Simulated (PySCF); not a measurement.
**Löwdin shares of the frontier orbitals**

Species: (H3Sn)2NMe, CH₉NSn₂.
Cartesian coordinates in Å at the PBE0-D3(BJ)/def2-SVP level; atoms count from 1:
```
atom  x, y, z in Å
Sn1   -0.1235   -0.7742    1.8031
H2    -0.8691   -2.3207    1.8270
H3    -1.0510    0.3219    2.7553
H4     1.4973   -0.8238    2.3513
N5    -0.0565   -0.2006   -0.1562
C6    -1.3058   -0.2275   -0.8939
Sn7    1.4391    0.9630   -0.9199
H8     1.0167    2.6332   -0.8830
H9     1.6516    0.4675   -2.5507
H10    2.8266    0.6677    0.0378
H11   -1.1284   -0.2988   -1.9836
H12   -1.9571    0.6570   -0.7339
H13   -1.9091   -1.1167   -0.6309
```

Computed, not measured: TDDFT CAM-B3LYP/def2-SVPD, vertical, gas phase, core orbitals frozen in the response, def2 core potentials past Kr in PySCF 2.14.0, density-fitted response routines. Spin–orbit coupling is left out.

Frontier orbitals with the atoms that hold most of them (Löwdin shares over 4%, at most four atoms; ? is withheld):

```csv
orbital,ε (eV),atoms
HOMO-3,-10.42,"Sn7 22%, Sn1 21%, H8 15%, H3 15%"
HOMO-2,-10.30,"Sn1 21%, Sn7 20%, H4 18%, H10 18%"
HOMO-1,-9.56,"N5 41%, Sn7 12%, Sn1 12%, C6 12%"
HOMO,-7.63,?
LUMO,?,?
LUMO+1,0.50,"Sn7 28%, Sn1 28%, H10 6%, H4 6%"
LUMO+2,1.04,"Sn1 31%, Sn7 31%, H3 6%, H8 6%"
```

Task: Which atoms hold the LUMO, and with what shares?

Result: Sn1 (bonded to N and 3 H) 24%; Sn7 (bonded to N and 3 H) 24%; N5 (bonded to C and 2 Sn) 13%; H3 (bonded to Sn) 6%. By element: tin 48%, nitrogen 13%, hydrogen 6% or more.

Task: Which atoms hold the HOMO, and with what shares?

Result: N5 (bonded to C and 2 Sn) 60%; C6 (bonded to N and 3 H) 12%; Sn1 (bonded to N and 3 H) 6%; Sn7 (bonded to N and 3 H) 6%. By element: nitrogen 60%, carbon 12%, tin 12%.

Task: What is the LUMO energy, and the HOMO–LUMO gap?

Result: ε(LUMO) = 0.42 eV; the gap is 8.05 eV (0.2960 hartree).

Task: How does S1 compare with the orbital gap of 8.05 eV?

Result: S1 is at 4.76 eV (f = 0.0091), 3.29 eV below the gap, made of HOMO→LUMO (83%), HOMO→LUMO+1 (10%). 

Task: One configuration dominates each of S1, S2 and S8. Which, and how do the shares of the two leading atoms of either orbital change from the occupied to the empty one?

Result: 
- S1 (4.76 eV, f 0.0091), HOMO→LUMO (83%): N5 60% → 13%, C6 12% → at most 6%, Sn1 6% → 24%, Sn7 6% → 24%
- S2 (5.49 eV, f 0.033), HOMO→LUMO+1 (88%): N5 60% → at most 7%, C6 12% → at most 7%, Sn7 6% → 28%, Sn1 6% → 28%
- S8 (6.95 eV, f 0.285), HOMO-1→LUMO (75%): N5 41% → 13%, Sn7 12% → 24%, Sn1 12% → 24%

Time: 96 s wall (with the writing of density and orbital grids); peak memory 1.0 GiB. Hardware: one thread of an Arm Neoverse N1 (shared host).
